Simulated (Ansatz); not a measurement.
Consider the cleavage of the Si–Ge bond: `B[CH2][GeH2][SiH3]` + `N[SiH](O)F` → `O[SiH](F)N[SiH3]` + `B[CH2][GeH3]`.

Computed with Ansatz on PBE0-D4/def2-TZVP structures; ΔE is electronic, products minus reactants. CCSD(T)/CBS is the MP2 limit (def2-TZVPP, def2-QZVPP) plus CCSD(T) − MP2 in def2-TZVPP, frozen cores. This one scheme is used for every species. Functionals use def2-TZVPP. B3LYP here is the variant with VWN-RPA as its local correlation; programs differ in this. For Ge outer-core shells are correlated without core-valence functions, which leaves a few kJ/mol of doubt a bond. Scalar relativity is left out up to krypton. Each species was taken in one conformer, which may not be the lowest.

```json
{"level": "ωB97X-V", "ΔE (kcal/mol)": "-8.7", "difference from CCSD(T)/CBS": "-0.5"}
{"level": "ωB97M-V", "ΔE (kcal/mol)": "-8.6", "difference from CCSD(T)/CBS": "-0.4"}
{"level": "PBE", "ΔE (kcal/mol)": "-4.0", "difference from CCSD(T)/CBS": "4.2"}
{"level": "B3LYP", "ΔE (kcal/mol)": "-8.9", "difference from CCSD(T)/CBS": "-0.7"}
{"level": "HF/def2-TZVPP", "ΔE (kcal/mol)": "-15.0", "difference from CCSD(T)/CBS": "-6.8"}
{"level": "MP2/def2-TZVPP", "ΔE (kcal/mol)": "-9.1", "difference from CCSD(T)/CBS": "-0.9"}
{"level": "HF/def2-QZVPP", "ΔE (kcal/mol)": "-15.5", "difference from CCSD(T)/CBS": "-7.3"}
{"level": "SCS-MP2/def2-QZVPP", "ΔE (kcal/mol)": "-10.7", "difference from CCSD(T)/CBS": "-2.5"}
{"level": "HF/CBS(def2)", "ΔE (kcal/mol)": "-15.5", "difference from CCSD(T)/CBS": "-7.3"}
{"level": "CCSD/CBS(def2)", "ΔE (kcal/mol)": "-9.1", "difference from CCSD(T)/CBS": "-0.9"}
{"level": "CCSD(T)/CBS", "ΔE (kcal/mol)": "-8.2", "difference from CCSD(T)/CBS": "0"}
```

Largest T1 diagnostic among the species: 0.012.

In def2-TZVPP, CCSD(T) changes the Hartree–Fock value by +6.6 kcal/mol (the triples alone add +0.9 kcal/mol) and MP2 by +5.9 kcal/mol. From PBE to PBE0 (25 % exact exchange), in def2-TZVPP and without D4, ΔE moves by −1.5 kcal/mol.
